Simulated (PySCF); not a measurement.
C2H5O4Si (doublet state).
Cartesian coordinates in Å at the GFN2-xTB level; atoms count from 1:
```
atom  x, y, z in Å
C1     2.378   -1.147   -0.140
O2     1.158   -0.820    0.265
C3     0.344   -0.065   -0.522
O4     0.692    0.300   -1.631
Si5   -1.359    0.281    0.250
O6    -1.884    1.757   -0.183
O7    -1.121    0.270    1.846
H8     2.735   -0.814   -1.099
H9     2.956   -1.732    0.545
H10   -2.323   -0.735   -0.168
H11   -1.811    2.055   -1.085
H12   -1.764    0.648    2.440
```

The hyperfine couplings belong to this conformer and change with its torsions.

The species is `[CH2]OC(=O)[SiH](O)O` [radical].

Theory: PySCF, UKS B3LYP, pcH-1 on C H O Si, non-relativistic, mean-field spin-orbit, GIAO. One conformer (not necessarily the lowest) at the GFN2-xTB geometry, without solvent, vibrations or thermal averaging. A GFN2-xTB geometry isn't a minimum of the functional, and hyperfine couplings can be far from their values at a DFT geometry. The SCF solution wasn't tested for stability.

(1) Give the principal g shifts and their parts.

(2) How much does each term add to the isotropic shift?

(3) At 9.406 GHz, how far is the centre of the isotropic spectrum from where a free electron (g = 2.002319) resonates?

(4) What effective moment and Curie constant follow for a powder?

(5) In a frozen sample, at which fields do the three g values resonate at 9.5, 34, 94 and 263 GHz (hyperfine left aside), and which band first spreads them over more than twice a line width of 0.5 mT?

Answers

(1) 
```json
{"Δg (ppm)": "relativistic mass correction", "1": "-172", "2": "-172", "3": "-172"}
{"Δg (ppm)": "gauge correction", "1": "1", "2": "43", "3": "36"}
{"Δg (ppm)": "orbital Zeeman/spin–orbit", "1": "-16", "2": "399", "3": "1611"}
{"Δg (ppm)": "total", "1": "-187", "2": "270", "3": "1475"}
```

So g = 2.00213, 2.00259, 2.00379 and g_iso = 2.00284; the tensor is rhombic: the two nearest values differ by 27 % of g3 − g1. Axes: g3 points within 9° of the C1–H9 bond.

(2) The orbital-Zeeman/spin–orbit term 665, the mass correction -172 and the gauge correction 27 ppm, for a total of 520 ppm. The orbital-Zeeman/spin–orbit term is the largest in size. The mass correction is the same along every axis, so the anisotropy comes from the other two: their spans along these axes are 42 (gauge) and 1626 ppm (orbital Zeeman/spin–orbit).

(3) B = hν/(g μB) with μB/h = 13.99624 MHz/mT gives 335.63 mT for the free electron and 335.54 mT at g_iso, 0.09 mT lower.

(4) With the mean of g² = 4.0114 and S(S+1) = 0.75: μ_eff = √(⟨g²⟩S(S+1)) = 1.735 μB and χT = 0.12505·⟨g²⟩·S(S+1) = 0.376 cm³ K/mol (cgs; spin-Hamiltonian part alone).

(5) 
```
band    GHz  B(g3) mT  B(g2) mT  B(g1) mT  spread mT
   X    9.5    338.73    338.94    339.02       0.28
   Q   34.0   1212.31   1213.04   1213.32       1.01
   W   94.0   3351.68   3353.70   3354.47       2.78
   J  263.0   9377.59   9383.23   9385.37       7.78
```

The spread grows in proportion to the frequency. Q band is the first where it exceeds 1.0 mT.

The largest Mulliken spin populations are on C1 (+0.94) and O4 (+0.08). C1 is the only atom above +0.15. The angles at C1 add up to 360.0°, so it is planar; its axial dipolar tensor and the negative couplings of its protons fit spin in a p orbital normal to that plane.

The HOMO–LUMO gaps are 4.55 eV among the α and 5.47 eV among the β orbitals.
